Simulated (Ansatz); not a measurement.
Computed with Ansatz on PBE0-D4/def2-TZVP structures; ΔE is electronic, products minus reactants. CCSD(T)/CBS is the MP2 limit (def2-TZVPP, def2-QZVPP) plus CCSD(T) − MP2 in def2-TZVPP, frozen cores. This one scheme is used for every species. Functionals use def2-TZVPP. Each species was taken in one conformer, which may not be the lowest.

`O[SiH](F)[SiH2]F` → `O[SiH2]F` + `F[SiH]`  (silylene formation by 1,1-elimination)

| level | ΔE (kJ/mol) |
| --- | --- |
| LDA (SPW92) | 211.0 |
| PBE-D4 | 190.8 |
| ωB97X-V | 191.1 |
| ωB97M-V | 168.5 |
| B2PLYP | 171.2 |
| PBE0 | 191.0 |
| BHLYP | 174.1 |
| MP2/CBS(def2) | 189.4 |

**Question.** What does CCSD(T)/CBS give? (An estimate is asked.)

**Answer.** Ansatz gave: +178.7 kJ/mol. The listed levels differ from it by 32.3, 12.1, 12.4, -10.2, -7.5, 12.3, -4.6, 10.7 kJ/mol.

Largest T1 diagnostic among the species: 0.015.

The D4 term adds +13.2 kJ/mol with B3LYP and +7.2 kJ/mol with PBE0; it sums over pairs of atoms, weighted by their polarisabilities, and B3LYP, whose exchange is more repulsive, gets the larger term. In def2-TZVPP, CCSD(T) changes the Hartree–Fock value by +9.5 kJ/mol (the triples alone add +2.9 kJ/mol) and MP2 by +20.2 kJ/mol.

B3LYP here is the variant with VWN-RPA as its local correlation; programs differ in this.
